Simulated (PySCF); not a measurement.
PySCF was given this input:
```python
from pyscf import gto, scf

mol = gto.Mole()
mol.atom = '''
    Se   -0.002122    0.055731   -0.001401
    H    -0.991565   -0.986707    0.017580
    H     1.063712   -0.908138    0.030069
'''
mol.basis = '6-311g**'
mol.charge = 0
mol.spin = 2
mol.verbose = 3
mol.build()

mf = scf.UHF(mol)
mf.kernel()
```

### Question
What does this run give for the total energy, Mulliken (on the basis functions themselves) charges in atom order, nuclear repulsion energy?

### Answer

```
Property                                                                                  Result
------------------------------------------------------------------  ----------------------------
total energy                                                                       -2400.7827 Eh
Mulliken (on the basis functions themselves) charges in atom order  Se1 0.21, H2 -0.10, H3 -0.10
nuclear repulsion energy                                                              25.2919 Eh
```

These values belong to the state on which the SCF converged, which isn't shown to be the lowest.
